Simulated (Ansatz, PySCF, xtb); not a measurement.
Homolysis of single bonds, series Al Cl-Br. Gas-phase values, no solvent. Strings in code marks are SMILES.

Quantity: homolytic bond dissociation enthalpy at 298 K (no spin–orbit term), in kJ/mol. Thermal and zero-point terms are GFN2-xTB rigid-rotor harmonic values (xtb).

Level 1: TPSSh-D3(BJ)/def2-TZVP (PySCF)
Level 2: PBE/6-31G* // TPSSh-D3(BJ)/def2-TZVP (PySCF)
Level 3: HF/6-31G* // TPSSh-D3(BJ)/def2-TZVP (PySCF)
Level 4: HF/cc-pVTZ // TPSSh-D3(BJ)/def2-TZVP (Ansatz, a quantum-chemistry and plane-wave program)

| species | level 2 | level 3 | level 4 |
|---|---|---|---|
| Al–Br bond of `[Cl][Al]([Br])[Br]`, giving `[Br]` and `[Cl][Al][Br]` | 403.6 | 315.9 | 318.8 |
| Al–Br bond of `[Cl][Al]([Cl])[Br]`, giving `[Br]` and `[Cl][Al][Cl]` | 406.9 | 318.6 | 321.6 |
| Br–Al bond of `[Br][Al]([Br])[Br]`, giving `[Br]` and `[Br][Al][Br]` | 400.5 | 313.1 | 316.0 |

What does level 1 give for each?


- Al–Br bond of `[Cl][Al]([Br])[Br]`, giving `[Br]` and `[Cl][Al][Br]`: 415.2
- Al–Br bond of `[Cl][Al]([Cl])[Br]`, giving `[Br]` and `[Cl][Al][Cl]`: 418.3
- Br–Al bond of `[Br][Al]([Br])[Br]`, giving `[Br]` and `[Br][Al][Br]`: 412.3
